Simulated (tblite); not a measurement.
C₄H₁₁NSi.
Atom-mapped SMILES: `[CH2:1]=[CH:2][CH2:3][CH2:4][NH:5][SiH3:6]` (hydrogens: H7, H8 on C1; H9 on C2; H10, H11 on C3; H12, H13 on C4; H14 on N5; H15, H16, H17 on Si6)

Computed with GFN2-xTB (tblite), gas phase: L-BFGS steps from a force-field or distance-geometry start until the largest atomic force falls under 0.01 eV/Å.

Step 21: E = -511.7987 eV
```
atom  x, y, z in Å  |  force x, y, z in eV/Å
C1      1.8558   -0.4805   -1.2968   -0.015   0.015  -0.016
C2      1.7231   -0.2581   -0.0043    0.018   0.012   0.025
C3      0.6342   -0.8141    0.8519   -0.017  -0.006   0.044
C4     -0.1966    0.2801    1.5285   -0.067   0.037   0.023
N5     -0.9866    1.0376    0.5864   -0.042   0.085  -0.020
Si6    -2.0041    0.4097   -0.6449    0.002  -0.004  -0.041
H7      2.6737   -0.0664   -1.8605   -0.007   0.014  -0.046
H8      1.1498   -1.0829   -1.8418   -0.003  -0.044  -0.026
H9      2.4481    0.3597    0.5089    0.005   0.032   0.064
H10     1.0782   -1.4191    1.6470    0.046  -0.050   0.005
H11    -0.0206   -1.4505    0.2577   -0.010   0.008  -0.004
H12    -0.8483   -0.1895    2.2822    0.008  -0.054  -0.003
H13     0.4743    0.9611    2.0622    0.023   0.013  -0.034
H14    -1.0842    2.0062    0.8442    0.001  -0.074  -0.016
H15    -1.2683    0.3262   -1.9157   -0.033  -0.041   0.012
H16    -2.4904   -0.9276   -0.2736    0.012   0.062  -0.004
H17    -3.1452    1.3203   -0.7929    0.079  -0.004   0.037
```

Step 22: E = -511.7998 eV
```
atom  x, y, z in Å  |  force x, y, z in eV/Å
C1      1.8558   -0.4796   -1.2960   -0.023   0.005  -0.019
C2      1.7227   -0.2590   -0.0028    0.037   0.035   0.000
C3      0.6333   -0.8141    0.8541    0.016  -0.014   0.003
C4     -0.1981    0.2806    1.5289   -0.043   0.020   0.005
N5     -0.9879    1.0371    0.5859   -0.031  -0.005  -0.031
Si6    -2.0040    0.4079   -0.6466    0.024   0.058  -0.018
H7      2.6713   -0.0632   -1.8633   -0.024   0.003  -0.011
H8      1.1516   -1.0849   -1.8404   -0.005  -0.040  -0.025
H9      2.4475    0.3612    0.5071    0.008   0.037   0.084
H10     1.0753   -1.4201    1.6494    0.048  -0.045   0.002
H11    -0.0173   -1.4498    0.2552   -0.038  -0.003   0.008
H12    -0.8476   -0.1898    2.2835   -0.008  -0.046  -0.001
H13     0.4748    0.9605    2.0612    0.015   0.025  -0.030
H14    -1.0858    2.0036    0.8441   -0.010   0.006  -0.001
H15    -1.2713    0.3212   -1.9179   -0.021  -0.037   0.000
H16    -2.4882   -0.9263   -0.2741   -0.013   0.017   0.008
H17    -3.1389    1.3268   -0.7897    0.069  -0.014   0.026
```

Step 23: E = -511.8007 eV
```
atom  x, y, z in Å  |  force x, y, z in eV/Å
C1      1.8558   -0.4786   -1.2959   -0.024  -0.001  -0.010
C2      1.7227   -0.2589   -0.0019    0.031   0.039  -0.012
C3      0.6332   -0.8148    0.8562    0.041  -0.016  -0.024
C4     -0.1996    0.2807    1.5300   -0.002  -0.012  -0.009
N5     -0.9916    1.0343    0.5863   -0.010   0.014   0.020
Si6    -2.0053    0.4076   -0.6487    0.031   0.065  -0.005
H7      2.6701   -0.0606   -1.8653   -0.040  -0.004   0.013
H8      1.1535   -1.0869   -1.8408    0.003  -0.025  -0.010
H9      2.4464    0.3632    0.5083   -0.001   0.029   0.073
H10     1.0769   -1.4211    1.6513    0.032  -0.027  -0.013
H11    -0.0159   -1.4509    0.2557   -0.040  -0.001   0.021
H12    -0.8449   -0.1918    2.2876   -0.013  -0.021  -0.015
H13     0.4762    0.9616    2.0585   -0.010   0.020  -0.031
H14    -1.0847    2.0023    0.8424   -0.014  -0.011  -0.015
H15    -1.2735    0.3185   -1.9191   -0.010  -0.036  -0.018
H16    -2.4917   -0.9246   -0.2772   -0.023  -0.006   0.014
H17    -3.1345    1.3319   -0.7889    0.049  -0.005   0.018
```

Step 24: E = -511.8015 eV
```
atom  x, y, z in Å  |  force x, y, z in eV/Å
C1      1.8553   -0.4776   -1.2959   -0.018  -0.002   0.007
C2      1.7234   -0.2580   -0.0013    0.013   0.029  -0.012
C3      0.6339   -0.8157    0.8577    0.044  -0.009  -0.037
C4     -0.2009    0.2804    1.5309    0.041  -0.039  -0.020
N5     -0.9952    1.0320    0.5873    0.012  -0.008   0.050
Si6    -2.0059    0.4081   -0.6506    0.034   0.035   0.011
H7      2.6681   -0.0581   -1.8668   -0.045  -0.006   0.023
H8      1.1552   -1.0893   -1.8413    0.010  -0.009   0.010
H9      2.4455    0.3658    0.5107   -0.015   0.015   0.047
H10     1.0789   -1.4227    1.6529    0.015  -0.005  -0.031
H11    -0.0153   -1.4520    0.2566   -0.028   0.004   0.031
H12    -0.8425   -0.1939    2.2910   -0.012   0.002  -0.029
H13     0.4773    0.9630    2.0553   -0.031   0.012  -0.025
H14    -1.0839    2.0007    0.8404   -0.017   0.008  -0.013
H15    -1.2760    0.3151   -1.9205    0.004  -0.033  -0.034
H16    -2.4956   -0.9230   -0.2800   -0.024  -0.007   0.016
H17    -3.1293    1.3370   -0.7879    0.019   0.014   0.007
```

Q: Estimate the geometry and energy of step 25. (The exact step hangs on the optimiser's Hessian estimate; all steps are aligned on step 24, rigid shifts and turns removed.)

A: E = -511.8023 eV, largest force 0.080 eV/Å
```
atom  x, y, z in Å  |  force x, y, z in eV/Å
C1      1.8544   -0.4767   -1.2957   -0.009  -0.001   0.019
C2      1.7241   -0.2567   -0.0007   -0.007   0.014  -0.004
C3      0.6355   -0.8170    0.8588    0.029  -0.002  -0.035
C4     -0.2012    0.2793    1.5316    0.062  -0.046  -0.022
N5     -0.9995    1.0287    0.5897    0.022  -0.016   0.061
Si6    -2.0063    0.4090   -0.6522    0.029  -0.008   0.019
H7      2.6653   -0.0549   -1.8675   -0.036  -0.002   0.019
H8      1.1575   -1.0921   -1.8415    0.009   0.002   0.028
H9      2.4441    0.3690    0.5132   -0.026   0.003   0.021
H10     1.0812   -1.4241    1.6543    0.007   0.010  -0.046
H11    -0.0146   -1.4534    0.2582   -0.014   0.007   0.033
H12    -0.8396   -0.1958    2.2947   -0.004   0.016  -0.041
H13     0.4782    0.9646    2.0512   -0.040   0.003  -0.013
H14    -1.0831    1.9991    0.8377   -0.011   0.012  -0.009
H15    -1.2788    0.3111   -1.9227    0.013  -0.029  -0.040
H16    -2.5009   -0.9218   -0.2834   -0.020   0.008   0.014
H17    -3.1231    1.3437   -0.7871   -0.004   0.028  -0.001
```

The energy changes by -0.0008 eV. The first-order estimate −F·Δx gives -0.0010 eV and the mean of the old and new forces, exact on a quadratic surface, -0.0007 eV. The step makes an angle of 71° with the force vector and moves no atom by more than 0.009 Å.

What follows is the cost of the whole relaxation. Time: 0.8 s wall. Hardware: one thread, Arm Neoverse V1 (aarch64), shared host with 32 logical CPUs at a one-minute load of 5.0.
